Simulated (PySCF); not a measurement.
Au2H6S2Si3, SMILES [Au][S][SiH2][SiH2][SiH2][S][Au], multiplicity 1. Geometry: B3LYP-D3(BJ)/def2-SVP. The spin state was assumed, not searched. The def2 effective core potentials stand for the cores of Au; spin–orbit coupling is left out. Other conformers were not sampled.

Computed equilibrium geometry at B3LYP-D3(BJ)/def2-SVP (PySCF confirms it by a frequency run) as a Z-matrix, and its point group (one conformer of several):
point group C2.
```
Si
H 1 1.4945
H 1 1.4945 2 108.92
Si 1 2.3546 2 110.49 3 121.52
H 4 1.4898 1 109.58 2 51.41
H 4 1.4923 5 108.29 1 122.72
S 4 2.1643 5 112.76 6 124.99
Au 7 2.2960 4 101.48 5 -58.52
Si 1 2.3546 2 110.47 3 -121.53
H 9 1.4898 1 109.58 2 172.01
H 9 1.4923 10 108.29 1 122.72
S 9 2.1643 10 112.76 11 124.99
Au 12 2.2960 9 101.48 10 -58.52
```
